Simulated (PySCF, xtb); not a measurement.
C₃H₇NSi, SMILES N1(C=CC1)[SiH3].

GFN2-xTB (xtb) at its own geometry gives an orbital gap of 4.22 eV and a dipole moment of 0.53 D.

Coordinates come from a ωB97X-D3(BJ)/def2-SVP optimisation. This is a generated structure with no PubChem entry under its InChIKey; it may be hypothetical.

Problem. What does PySCF with r2SCAN/def2-TZVP give? (An estimate is asked for; the answer gives what the named calculation found.)

Solution. gap 4.82 eV (levels -5.06 and -0.25 eV), dipole 0.44 D.
